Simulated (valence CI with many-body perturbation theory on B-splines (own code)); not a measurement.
Hyperfine factors and g values of La XVI

Computed by relativistic CI+MBPT: six valence electrons over a frozen Dirac-Fock core [Kr], radial functions for each j: 7 s, 7 p, 8 d, 6 f, 4 g, 1 h, with the one-electron correlation potential Σ1, the two-electron term Σ2, the three-electron term Σ3, Breit, model QED; selected CI, second order for the rest, scaled by the run's own slope (own B-spline code, finite nucleus).

No measured spectrum was set against this ion. As an estimate, terms of the open shell hold to 2 to 4 % of their energy, and close levels can change places. Core correlation moves these levels by up to 11000 cm⁻¹, and in measured spectra 5 to 20 % of such shifts remained as error; rates that hang on mixing are uncertain with them. Among the levels kept, up to 1100 cm⁻¹ of a level comes from second order outside the variational space, and about a tenth of that is noise between levels of different J, which matters for small intervals. Only levels of the ground parity were solved; by the run's estimate the other parity begins above the list, which can be wrong where configurations are misplaced.

A/g_I is the dipole constant over the nuclear g factor μ/I (μ in nuclear magnetons, uniformly magnetised nucleus), B/Q the quadrupole constant per barn. Both hold the static response of the core; the bare values leave it out. Large factors of s and p1/2 electrons are usually good to 5 to 10 %; those of open d and f shells near neutrality can be off by tens of per cent, and small factors of p3/2, d and f electrons come from cancelling terms and can be off by a factor of two or in sign, in half-filled shells by more. B is blank for J = 1/2, where it vanishes, and for nearly pure S terms. Energies count from the lowest level. Levels with J = 0 are left out.

Names give the largest LS component (configuration and term), which can be under half, so a name can repeat, a term be missing and a line seem to break the LS rules; names also repeat where a configuration has a term twice. Letters in brackets count levels of one name in rising energy.

```
       Level  E (cm⁻¹)      g  A/g_I (MHz)  A/g_I bare  B/Q (MHz/b)  B/Q bare
    4d⁶ ⁵D_4       0.0  1.434         1580        2100         5170      4910
4d⁶ ⁵D_2 [a]     12012  1.431         1510        2020        -1460     -1360
    4d⁶ ⁵D_3     16240  1.464          824        1370          966       917
    4d⁶ ⁵D_1     22522  1.457         1200        1740        -1750     -1650
4d⁶ ³H_4 [a]     33907  1.064         2830        2840         3170      3000
    4d⁶ ³G_5     41913  1.117         3030        3120         1720      1630
    4d⁶ ³H_6     42354  1.135         3270        3380        -3590     -3400
4d⁶ ⁵D_2 [b]     46519  1.312         1020        1360        -2360     -2230
4d⁶ ³F_3 [a]     51514  0.999         3970        3910         2350      2220
4d⁶ ³F_2 [a]     52052  0.925         4370        4210        -1370     -1300
4d⁶ ³H_4 [b]     62907  0.993         3520        3440         -706      -657
    4d⁶ ³D_1     64969  0.812         4080        3760         1840      1740
    4d⁶ ³D_2     67840  1.177         2740        2910         3860      3660
    4d⁶ ³G_4     68147  1.092         3740        3800         -569      -539
    4d⁶ ³H_5     68556  1.114         3370        3450        -2920     -2750
    4d⁶ ³D_3     72521  1.275         1890        2190        -3220     -3050
    4d⁶ ³G_3     76436  0.920         4570        4400          552       529
    4d⁶ ¹I_6     77384  1.029         3820        3800        -5010     -4740
    4d⁶ ¹F_3     83422  1.018         3870        3830        -5160     -4890
4d⁶ ³P_1 [a]     84903  1.252         2080        2340          172       169
4d⁶ ¹G_4 [a]     92205  1.034         3950        3940         1290      1230
4d⁶ ¹D_2 [a]     92388  1.049         3660        3660        -2140     -2040
4d⁶ ³P_1 [b]    101500  1.475         -125         426        -1210     -1150
4d⁶ ³F_2 [b]    110740  0.733         5750        5340        -2360     -2230
    4d⁶ ³F_4    110900  1.197         2800        3000        -5950     -5630
    4d⁶ ³P_2    126210  1.364         1840        2260        -4860     -4610
4d⁶ ¹G_4 [b]    127910  1.028         3610        3580        -3540     -3340
4d⁶ ³F_3 [b]    128090  1.067         3530        3550        -5830     -5530
4d⁶ ¹D_2 [b]    151930  1.001         4000        3940         5950      5640
```

**Question.** Take the isotope of mass number 139, with I = 7/2, μ = 2.7791 μN and Q = 0.206 b. What is the hyperfine structure of 4d⁶ ³H_4 [a]?

**Answer.** From the table A = 2240 MHz, B = 653 MHz. Shifts from the centre of gravity in MHz: F = 1/2: -38900, F = 3/2: -35600, F = 5/2: -30100, F = 7/2: -22400, F = 9/2: -12400, F = 11/2: -175, F = 13/2: 14500, F = 15/2: 31500.
